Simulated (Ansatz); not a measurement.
Geometry optimisation, RKS PBE-D4/def2-SVP (Ansatz 0.2.0).

Input file:

```yaml
crystal:
  periodic: [false, false, false]
  atoms:
    - { symbol: Sn, position_ang: [0.0, 0.0, 0.0] }
    - { symbol: H, position_ang: [0.0, 0.0, 2.09] }
    - { symbol: O, position_ang: [1.8483, 0.0, -0.6527] }
    - { symbol: H, position_ang: [2.1646, -0.9521, -0.7693] }
    - { symbol: O, position_ang: [-0.9232, 1.5994, -0.6527] }
    - { symbol: H, position_ang: [-1.881, 1.3686, -0.8751] }
    - { symbol: O, position_ang: [-0.9232, -1.5994, -0.6527] }
    - { symbol: H, position_ang: [-1.3778, -2.065, 0.1197] }
    - { symbol: Br, position_ang: [1.5157, 2.2857, 0.9113] }
    - { symbol: H, position_ang: [0.5587, 0.8425, 2.145] }
basis:
  gaussian: { orbitals: def2-SVP }
hamiltonian:
  xc: pbe
  dispersion: d4
relax:
  f_tol: 0.15
  max_steps: 25
  restrain:
    - { distance: [0, 8], at: 3.79, k: 30.0 }
    - { distance: [9, 1], at: 1.86, k: 30.0 }
    - { distance: [0, 1], at: 1.74, k: 30.0 }
    - { distance: [9, 8], at: 1.55, k: 30.0 }
output:
  orbitals: {}
```

Launched with:

```bash
$ ansatz run input.yaml --threads 4 --pin off --max-ram 5120MiB --backend cpu --events-out ev --progress --plain --runs-dir out
```

Q: Where does it end, and by what steps?

A: The forces met the threshold. The restraints hold the end off the free minimum; the threshold counts their pulls, which the force column leaves out. Restrained pairs: Sn1–Br9 (2.89 → 3.79 Å), H2–H10 (1.01 → 1.86 Å), Sn1–H2 (2.09 → 1.74 Å), Br9–H10 (2.13 → 1.51 Å). After 14 steps the energy has fallen by 1.707 eV (the restraints' own energy left out); Br9 moved furthest, 1.02 Å.

```tsv
step	energy less start (eV)	largest force component (eV/Å)	accepted
0	0.0000	2.305	yes
1	0.0704	3.790	yes
2	-0.2307	5.290	yes
3	-0.8442	4.720	yes
4	-1.3186	2.313	yes
5	-1.5315	1.281	yes
6	-1.5941	1.172	yes
7	-1.6480	1.089	yes
8	-1.6770	1.077	yes
9	-1.6380	1.695	no
10	-1.6773	1.067	no
11	-1.6838	1.065	yes
12	-1.6869	1.046	yes
13	-1.7040	1.074	yes
14	-1.7068	1.060	yes
```

```xyz
10
Properties=species:S:1:pos:R:3
Sn -0.110 -0.140 0.116
H -0.030 0.029 1.843
O 1.641 -0.097 -0.847
H 1.774 -0.990 -1.234
O -1.309 1.333 -0.505
H -1.374 1.273 -1.480
O -0.811 -1.930 -0.471
H -1.572 -2.176 0.089
Br 1.775 2.680 1.813
H 0.999 1.499 2.339
```

Time of the run: 20 s on 4 threads of Arm Neoverse V2, on a shared host, peak memory 0.19 GiB.
